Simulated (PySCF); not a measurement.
The group X on ethynyl-X is varied. All species are isolated molecules in the gas phase. One relaxed conformer stands for each flexible species; it need not be the lowest. Strings in code marks are SMILES.

Computed with ωB97X-D3(BJ)/def2-TZVP // B3LYP-D3(BJ)/def2-TZVP in PySCF 2.14.0. All candidates: neutral, multiplicity 1. Excitations are Tamm–Dancoff values on a coarser integration grid. The basis has no diffuse functions, so Rydberg states are missing or too high.

```yaml
T1 excitation (TDA): 5.57 eV
HOMO–LUMO gap: 12.83 eV
S1 excitation (TDA): 6.39 eV
```

Task: Name which member has these values.
A) `C#CCF`
B) `C#CCO`
C) `C#CC=O`
D) `C#CS`

Result: B, `C#CCO`. The others give `C#CC=O`: 3.39 eV, 10.87 eV, 3.99 eV; `C#CCF`: 5.49 eV, 12.91 eV, 6.21 eV; `C#CS`: 4.69 eV, 11.16 eV, 5.05 eV
